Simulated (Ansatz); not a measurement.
Reaction (silylene formation by 1,1-elimination): `C=C(C)[SiH3]` → `C=CC` + `[SiH2]`

Gas-phase electronic energies from Ansatz, PBE0-D4/def2-TZVP geometries. CCSD(T)/CBS is the MP2 limit (def2-TZVPP, def2-QZVPP) plus CCSD(T) − MP2 in def2-TZVPP, frozen cores. This one scheme is used for every species. DFT in def2-TZVPP. B3LYP here is the variant with VWN-RPA as its local correlation; programs differ in this.

```csv
level,ΔE (eV),difference from CCSD(T)/CBS
LDA (SPW92),2.73,0.32
PBE-D4,2.46,0.05
PBE0-D4,2.53,0.12
B3LYP-D4,2.37,-0.04
r2SCAN0-D4,2.62,0.21
BHLYP-D4,2.45,0.04
ωB97M-V,2.36,-0.05
B2PLYP,2.35,-0.06
PBE-QIDH,2.58,0.17
PBE,2.36,-0.05
revPBE,2.19,-0.22
r2SCAN0,2.59,0.18
MP2/def2-TZVPP,2.57,0.16
SCS-MP2/def2-TZVPP,2.44,0.03
HF/CBS(def2),2.18,-0.23
CCSD/CBS(def2),2.35,-0.06
CCSD(T)/CBS,2.41,0
```

Largest T1 diagnostic among the species: 0.014.

Leaving LDA and LC-ωPBE aside and taking each functional with its dispersion term where it has one, the values, not all of them listed here, spread over 0.34 eV, from BLYP-D4 to r2SCAN0-D4. LDA lies +0.37 eV from PBE without D4. In def2-TZVPP, CCSD(T) changes the Hartree–Fock value by +0.18 eV (the triples alone add +0.06 eV) and MP2 by +0.41 eV. The D4 term adds +0.16 eV with B3LYP and +0.09 eV with PBE0; it sums over pairs of atoms, weighted by their polarisabilities, and B3LYP, whose exchange is more repulsive, gets the larger term.
